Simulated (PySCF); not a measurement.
bromo-dichloro-fluoromethane (CBrCl2F), SMILES FC(Cl)(Cl)Br. Atoms are numbered in the order given.

```xyz
5

F     -0.6116    -1.6097     0.0000
C     -0.4685    -0.2919     0.0000
Cl    -1.2302     0.3639     1.4487
Cl    -1.2302     0.3639    -1.4487
Br     1.4326     0.1105     0.0000
```
Charge 0, spin multiplicity 1.

Coordinates come from a PBE0-D3(BJ)/def2-SVP optimisation.

Calculation: PySCF with PBE/def2-TZVP.

Symmetry labels are those of the subgroup Cs that the program uses (full group Cs).

Computed valence orbital energies around the gap with their symmetry:
```csv
orbital,symmetry,energy (eV)
HOMO−7,A",-10.44
HOMO−6,A',-10.27
HOMO−5,A',-9.01
HOMO−4,A",-8.60
HOMO−3,A',-8.54
HOMO−2,A",-7.99
HOMO−1,A',-7.51
HOMO,A",-7.30
LUMO,A',-2.69
LUMO+1,A',-1.25
LUMO+2,A",-0.85
LUMO+3,A',0.97
```
